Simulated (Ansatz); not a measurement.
One change: `[F][Al]([F])[SeH]` becomes `[F][Al]([F])[SH]`.

Ansatz, PBE0-D4/def2-TZVP geometries, multiplicity 1. Each molecule was computed in one conformer, which needn't be the lowest.

Scalar relativity is left out up to krypton.

| property | `[F][Al]([F])[SeH]` |
| --- | --- |
| HOMO–LUMO gap (PBE/def2-TZVPP) / eV | 4.74 |
| LUMO energy (B3LYP/def2-TZVPP) / eV | -1.48 |
| HOMO energy (PBE0/def2-TZVPP) / eV | -7.91 |
| size of the dipole moment (PBE/def2-TZVPP) / D | 1.39 |
| LUMO energy (PBE/def2-TZVPP) / eV | -2.01 |
| HOMO energy (ωB97M-V/def2-TZVPP) / eV | -10.03 |

(1) What does the change do to each property? (Best estimate.)

## Answers

(1) The calculation gave: 
```csv
property,`[F][Al]([F])[SH]`,shift
HOMO–LUMO gap (PBE/def2-TZVPP) / eV,5.16,0.42
LUMO energy (B3LYP/def2-TZVPP) / eV,-1.41,0.07
HOMO energy (PBE0/def2-TZVPP) / eV,-8.36,-0.45
size of the dipole moment (PBE/def2-TZVPP) / D,1.32,-0.07
LUMO energy (PBE/def2-TZVPP) / eV,-1.95,0.06
HOMO energy (ωB97M-V/def2-TZVPP) / eV,-10.54,-0.51
```

With PBE0 the HOMO falls by 0.45 eV and the LUMO rises by 0.08 eV, so the gap widens by about 0.53 eV. PBE moves the HOMO by -0.36 eV and ωB97M-V by -0.51 eV. Dipoles are sizes alone; their direction can turn.

B3LYP here is the variant with VWN-RPA as its local correlation; programs differ in this.

Spin–orbit coupling is left out; it splits and shifts lone-pair levels of the heavy atoms by tenths of an eV.
